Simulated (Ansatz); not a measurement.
Consider the redistribution: `N=[C](F)[Zn][F]` + `N[SiH](Cl)Br` → `[F][Zn][Br]` + `N=C(F)[SiH](N)Cl`.

Isolated molecules relaxed with PBE0-D4/def2-TZVP in Ansatz; ΔE leaves out vibrations. CCSD(T)/CBS adds triple-zeta CCSD(T) − MP2 to the extrapolated MP2 energy (def2 sets, frozen cores). DFT in def2-TZVPP. For Br, Zn outer-core shells are correlated without core-valence functions, which leaves a few kJ/mol of doubt a bond. Scalar relativity is left out up to krypton. One conformer a species, not always the lowest.

| level | ΔE (kcal/mol) |
| --- | --- |
| PBE0-D4 | -12.0 |
| r2SCAN0-D4 | -13.2 |
| BHLYP | -15.2 |
| SCS-MP2/def2-QZVPP | -13.3 |

What does CCSD(T)/CBS give? (An estimate is asked.)

The calculation gave: -13.9 kcal/mol. The listed levels differ from it by 1.9, 0.7, -1.3, 0.6 kcal/mol.

Largest T1 diagnostic among the species: 0.017.

At CCSD(T), def2-SVP lies −3.1 kcal/mol from the extrapolated value and def2-TZVPP +1.3 kcal/mol. From r2SCAN to r2SCAN0 (25 % exact exchange), in def2-TZVPP and without D4, ΔE moves by −2.2 kcal/mol.

CCSD(T)/CBS has its own doubt, a few kJ/mol and more with outer-core shells, so smaller differences from it don't rank the levels.
